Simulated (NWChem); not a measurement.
System: C2H5ClOSi; SMILES O1C[SiH](Cl)C1

Here is an NWChem input.

```
start job
memory heap 200 mb stack 900 mb global 1100 mb
geometry units angstroms noautosym nocenter noautoz
  Cl    -0.156134    -2.087709     0.000000
  Si     0.576333    -0.135622     0.000000
  C     -0.130792     1.201125    -1.145437
  O     -0.035131     2.099753     0.000000
  C     -0.130792     1.201125     1.145437
  H      2.057524    -0.227212     0.000000
  H      0.457216     1.596914    -1.977857
  H     -1.173244     1.064793    -1.465784
  H     -1.173244     1.064793     1.465784
  H      0.457216     1.596914     1.977857
end
basis spherical
  * library pcsseg-1
end
dft
  xc pbe0
  iterations 150
end
property
  shielding 7 1 2 3 4 6 7 8
end
task dft property
```

All runs use the structure optimised with B3LYP/6-31G* (spherical d).

GIAO values for the isolated, static molecule; σ is the absolute isotropic shielding, δ = σ(reference) − σ with the isolated reference molecule computed at the same levels (13C: tetramethylsilane, 1H: tetramethylsilane, 17O: water, 29Si: tetramethylsilane).

Atoms are numbered as in the input.

### Question
What results follow from this input? (PBE0/pcSseg-1, GIAO.) Quantities: σ Cl1 (ppm); δ Si2 (ppm); δ C3 (ppm); δ O4 (ppm); δ H6 (ppm); δ H7 (ppm); δ H8 (ppm).

### Answer
| Quantity | Result |
|---|---|
| σ Cl1 (ppm) | 885.2 |
| δ Si2 (ppm) | -0.6 |
| δ C3 (ppm) | 77.9 |
| δ O4 (ppm) | 21.9 |
| δ H6 (ppm) | 5.78 |
| δ H7 (ppm) | 4.19 |
| δ H8 (ppm) | 4.52 |
